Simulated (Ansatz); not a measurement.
NiF₂⁺. Charge 1, multiplicity 4. Geometry PBE-D4/def2-TZVP, that of the neutral triplet; atoms count from 1.

```xyz
3

Ni    0.000    0.000    0.000
F     1.405    0.531    0.819
F    -1.405   -0.531   -0.819
```

Q: Estimate the Mulliken populations from the PBE0/def2-TZVP orbitals of Ansatz.

A: 
```json
{"atom": "Ni1", "charge (e)": "1.36", "spin (α − β)": "2.02", "d electrons": "8.13"}
{"atom": "F2", "charge (e)": "-0.18", "spin (α − β)": "0.49", "d electrons": "–"}
{"atom": "F3", "charge (e)": "-0.18", "spin (α − β)": "0.49", "d electrons": "–"}
```
Mulliken values depend strongly on the basis.

Q: Where does the spin sit?

A: Summed by element: Ni 2.02, F 0.98, of 3 unpaired in all. Largest on single atoms: Ni1 2.02, F2 0.49, F3 0.49.

Q: And the Mayer bond orders between heavy atoms (over 0.3)?

A: Ni1–F2 1.13 (1.71 Å); Ni1–F3 1.13 (1.71 Å).
